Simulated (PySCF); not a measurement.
Several orderings of computed values.

All species are isolated and taken at one optimised geometry, non-relativistic unless stated. Electronic properties by PySCF.

The conformers computed, where there is a choice (atom-mapped SMILES and torsion angles):
- `[F:1][C:2]([F:3])([F:4])[SiH2:5][O:6][CH2:7][CH2:8][SiH3:9]`: F1–C2–Si5–O6 51°, C2–Si5–O6–C7 45°, Si5–O6–C7–C8 -151°, O6–C7–C8–Si9 -179°
- `[CH:1]#[C:2][CH2:3][C:4]([CH3:5])([CH3:6])[SiH2:7][N:8]=[CH2:9]`: C2–C3–C4–C5 -60°, C3–C4–Si7–N8 -53°, C4–Si7–N8–C9 -118°
- `[F:1][CH:2]([F:3])[O:4][C@@H:5]([SiH3:6])[C@@H:7]([F:8])[SiH3:9]`: F1–C2–O4–C5 167°, C2–O4–C5–Si6 149°, O4–C5–C7–F8 70°
- `[CH2:1]=[CH:2][N:3]([SiH3:4])[C@H:5]([CH3:6])[C:7]#[C:8][CH3:9]`: C1–C2–N3–Si4 3°, C2–N3–C5–C6 73°
- `[CH3:1][C:2]#[C:3][C@@H:4]1[CH2:5][Si@@H:6]1[N:7]([CH3:8])[CH3:9]`: C5–Si6–N7–C8 -52°
- `[CH2:1]=[CH:2][C@@H:3]1[O:4][CH2:5][SiH2:6]1`: C1–C2–C3–O4 -153°
- `[CH2:1]=[N:2][Si@:3]([CH3:4])([NH2:5])[SiH3:6]`: C1–N2–Si3–C4 125°, H–N5–Si3–N2 -70°, H–N5–Si3–N2 77°
- `[SiH3:1][O:2][C@:3]12[CH2:4][C@H:5]1[CH2:6]2`: Si1–O2–C3–C4 -107°

The conformers of `O[SiH2]C[SiH2]CC(F)(F)F` aren't listed.

(1) Rank by dipole moment, lowest first (PBE0/pcSseg-1 at GFN2-xTB geometries).
A. `C=CN([SiH3])[C@H](C)C#CC`
B. `[C@@H](OC(F)F)([C@@H](F)[SiH3])[SiH3]`
C. `FC(F)(F)[SiH2]OCC[SiH3]`
D. `CC#C[C@@H]1C[Si@@H]1N(C)C`
E. `C#CCC(C)(C)[SiH2]N=C`

(2) Rank by HOMO–LUMO gap, lowest first (PBE0/pcSseg-1 at GFN2-xTB geometries).
A. `C=CN([SiH3])[C@H](C)C#CC`
B. `[SiH3][C@H](F)[C@H]([SiH3])OC(F)F`
C. `C#CCC(C)(C)[SiH2]N=C`
D. `FC(F)(F)[SiH2]OCC[SiH3]`
E. `O[SiH2]C[SiH2]CC(F)(F)F`
F. `CC#C[C@@H]1C[Si@@H]1N(C)C`

(3) Give the two extremes of that set in kcal/mol.

(4) Rank by HOMO energy, highest first (PBE0/pcSseg-1 at GFN2-xTB geometries).
A. `C#CCC(C)(C)[SiH2]N=C`
B. `FC(F)O[C@@H]([SiH3])[C@@H](F)[SiH3]`
C. `CC#C[C@@H]1C[Si@@H]1N(C)C`
D. `O[SiH2]C[SiH2]CC(F)(F)F`

(5) Rank by smallest rotational constant, lowest first (GFN2-xTB).
A. `C=N[Si@](C)(N)[SiH3]`
B. `FC(F)O[C@@H]([SiH3])[C@@H](F)[SiH3]`
C. `C1[SiH2][C@@H](O1)C=C`
D. `FC(F)(F)[SiH2]OCC[SiH3]`
E. `C#CCC(C)(C)[SiH2]N=C`
F. `[SiH3]O[C@]12C[C@H]1C2`

(6) Give the two extremes of that set in cm⁻¹.

## Answers

(1) D (1.45 D), A (1.67 D), E (1.85 D), C (2.31 D), B (3.61 D).

(2) C (6.13 eV), A (6.49 eV), F (6.59 eV), B (8.52 eV), D (8.75 eV), E (8.97 eV).

(3) `C#CCC(C)(C)[SiH2]N=C`: 141 kcal/mol; `O[SiH2]C[SiH2]CC(F)(F)F`: 207 kcal/mol.

(4) C (-5.84 eV), A (-7.04 eV), B (-8.50 eV), D (-8.65 eV).

(5) D (0.427 GHz), B (0.531 GHz), E (0.729 GHz), A (1.408 GHz), F (1.582 GHz), C (1.658 GHz).

(6) `FC(F)(F)[SiH2]OCC[SiH3]`: 0.0142 cm⁻¹; `C=C[C@@H]1OC[SiH2]1`: 0.0553 cm⁻¹.
